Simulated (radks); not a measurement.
Problem. Radial electron density D(r) = 4 pi r^2 rho(r) of an atom or ion with 17 electrons. All-electron calculation, Dirac Kohn-Sham, BLYP, spin-unpolarised, spherical densities, finite nucleus; Fermi nuclear charge, rms radius of each element as measured or else 0.836 A^(1/3) + 0.57 fm. Program: a radial shooting solver on a logarithmic mesh with Libxc functionals.

```
   r/bohr * D(r) (the largest magnitude, 61.2, reaches the edge; | marks zero)
 0.002958 |    *
 0.003701 |      *
 0.004593 |        *
 0.005747 |            *
 0.007132 |                 *
 0.008923 |                       *
  0.01116 |                             *
  0.01385 |                                    *
  0.01733 |                                         *
  0.02151 |                                             *
  0.02691 |                                              *
   0.0334 |                                            *
  0.04179 |                                        *
  0.05186 |                                       *
  0.06489 |                                          *
  0.08118 |                                                 *
   0.1007 |                                                      *
    0.126 |                                                   *
   0.1564 |                                       *
   0.1957 |                        *
   0.2429 |                  *
   0.3039 |                    *
   0.3771 |                    *
   0.4718 |             *
   0.5903 |     *
   0.7326 |*
   0.9166 *
    1.138 *
```

What is the nuclear charge?

Solution. Z = 41. The innermost maximum, from 1s, lies near gamma/Z bohr with gamma = sqrt(1 - (Z/c)^2) = 0.954, here 0.0233 bohr (found: 0.0254), and its height grows with Z. The density is that of the niobium ion Nb24+ in [Ne] 3s2 3p5; the configuration itself is not fixed sharply by these data, and Z only to a few units. D(r) has 3 maxima, at r = 0.0254, 0.107, 0.345 bohr, and minima at 0.0515, 0.251 bohr, inside which lie 2.07, 10.44 electrons.
